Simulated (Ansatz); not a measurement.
Total energies of `C[N]=[W](=[O])([N](C)C)[N](C)C`.

Z-matrix (Å, degrees):
```
W
C 1 2.957
C 1 3.054 2 116.6
N 1 1.956 2 105.3 3 20.4
C 1 3.054 2 47.2 3 -86.3
N 1 1.762 2 130.2 3 -107.6
O 1 1.725 2 88.8 3 129.6
C 1 2.956 2 90.3 3 40.7
N 1 1.956 2 25.1 3 -86.7
H 2 1.099 1 122.5 3 5.9
H 2 1.092 1 76.2 3 -97.1
H 2 1.098 1 125.8 3 161.1
H 3 1.099 1 124.6 2 134.7
H 3 1.089 1 79.9 2 -119.6
H 3 1.099 1 121.8 2 -14.2
H 5 1.099 1 121.8 2 77.2
H 5 1.099 1 124.6 2 -71.8
H 5 1.089 1 79.9 2 -177.4
C 6 1.420 1 153.8 2 -111.6
H 8 1.092 1 76.2 2 56.1
H 8 1.099 1 122.6 2 -46.9
H 8 1.098 1 125.8 2 157.9
H 19 1.096 6 112.5 1 -0.2
H 19 1.096 6 110.3 1 120.6
H 19 1.096 6 110.3 1 -121.1
```

The species carries charge 0 and has multiplicity 1. Correlated methods include outer-core shells of W, which these sets cover unevenly. W: def2 effective core potential. The geometry is a stationary point of PBE0-D4/def2-TZVP. It is one conformer, not always the lowest. Basis def2-TZVPP, Ansatz.

RPA on PBE orbitals: Hartree–Fock energy of these orbitals -502.78160 Eh, correlation -3.51207 Eh (frozen core).

```json
{"functional": "r2SCANh", "energy without D4 (Eh)": "-506.18350", "D4 term (kJ/mol)": "-20.5"}
{"functional": "HSE06 (plane-wave form)", "energy without D4 (Eh)": "-505.88626", "D4 term (kJ/mol)": "-55.4"}
```

Task: Give the same for LDA (SPW92), PBE, revPBE, BLYP, r2SCAN, B97M-V, PBE0, B3LYP, r2SCAN0, BHLYP, CAM-B3LYP, LC-ωPBE, ωB97X-V, ωB97M-V, B2PLYP, PBE-QIDH. (Estimate.)

Result: The calculation gave: 
```json
{"functional": "LDA (SPW92)", "energy without D4 (Eh)": "-502.60757", "D4 term (kJ/mol)": "–"}
{"functional": "PBE", "energy without D4 (Eh)": "-505.94479", "D4 term (kJ/mol)": "-68.2"}
{"functional": "revPBE", "energy without D4 (Eh)": "-506.38717", "D4 term (kJ/mol)": "-192.5"}
{"functional": "BLYP", "energy without D4 (Eh)": "-506.26486", "D4 term (kJ/mol)": "-143.4"}
{"functional": "r2SCAN", "energy without D4 (Eh)": "-506.23784", "D4 term (kJ/mol)": "-19.3"}
{"functional": "B97M-V", "energy without D4 (Eh)": "-506.40074", "D4 term (kJ/mol)": "–"}
{"functional": "PBE0", "energy without D4 (Eh)": "-505.91051", "D4 term (kJ/mol)": "-59.0"}
{"functional": "B3LYP", "energy without D4 (Eh)": "-506.47691", "D4 term (kJ/mol)": "-107.7"}
{"functional": "r2SCAN0", "energy without D4 (Eh)": "-506.10503", "D4 term (kJ/mol)": "-22.4"}
{"functional": "BHLYP", "energy without D4 (Eh)": "-506.01494", "D4 term (kJ/mol)": "-85.2"}
{"functional": "CAM-B3LYP", "energy without D4 (Eh)": "-506.17038", "D4 term (kJ/mol)": "-60.5"}
{"functional": "LC-ωPBE", "energy without D4 (Eh)": "-506.17407", "D4 term (kJ/mol)": "–"}
{"functional": "ωB97X-V", "energy without D4 (Eh)": "-506.26658", "D4 term (kJ/mol)": "–"}
{"functional": "ωB97M-V", "energy without D4 (Eh)": "-506.14106", "D4 term (kJ/mol)": "–"}
{"functional": "B2PLYP", "energy without D4 (Eh)": "-505.97078", "D4 term (kJ/mol)": "–"}
{"functional": "PBE-QIDH", "energy without D4 (Eh)": "-505.76038", "D4 term (kJ/mol)": "–"}
```

B3LYP takes the VWN-RPA correlation (the form of Gaussian; ORCA's B3LYP/G). HSE06 is the plane-wave form, built on full-range PBE exchange. The double hybrids freeze the cores in their second-order part.

LC-ωPBE has ω = 0.4 bohr⁻¹.
